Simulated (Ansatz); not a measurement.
Consider the redistribution: `[CH3][Ge]([SH])([Cl])[Cl]` + `OCO[SiH3]` → `[CH3][GeH]([Cl])[Cl]` + `OCO[SiH2]S`.

Calculated with Ansatz (gas phase, PBE0-D4/def2-TZVP geometries, no zero-point term in ΔE). CCSD(T)/CBS adds triple-zeta CCSD(T) − MP2 to the extrapolated MP2 energy (def2 sets, frozen cores). DFT in def2-TZVPP. B3LYP here is the variant with VWN-RPA as its local correlation; programs differ in this. For Ge outer-core shells are correlated without core-valence functions, which leaves a few kJ/mol of doubt a bond. Scalar relativity is left out up to krypton. One conformer a species, not always the lowest.

```tsv
level	ΔE (kJ/mol)
ωB97X-V	-30.2
r2SCAN	-29.9
B3LYP	-25.1
HF/def2-QZVPP	-24.1
```

(1) What does CCSD(T)/CBS give? (An estimate is asked.)

Largest T1 diagnostic among the species: 0.012.

Results:

(1) The calculation gave: -29.1 kJ/mol. The listed levels differ from it by -1.1, -0.8, 4.0, 5.0 kJ/mol.
